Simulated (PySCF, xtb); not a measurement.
CH5FOSi, SMILES [Si@@H](F)(C)O.

xtb with GFN2-xTB at its own geometry gives an orbital gap of 7.12 eV and a dipole moment of 1.96 D.

Geometry optimised at B3LYP-D3(BJ)/def2-SVP. The structure was generated by enumeration; whether it is a known compound was not checked. The values are those of a single conformer.

**Question.** What does PBE/def2-TZVP (PySCF) give? (Estimate from the structure and the level; the computed values follow.)

**Answer.** gap 7.23 eV (levels -7.46 and -0.22 eV), dipole 2.14 D.
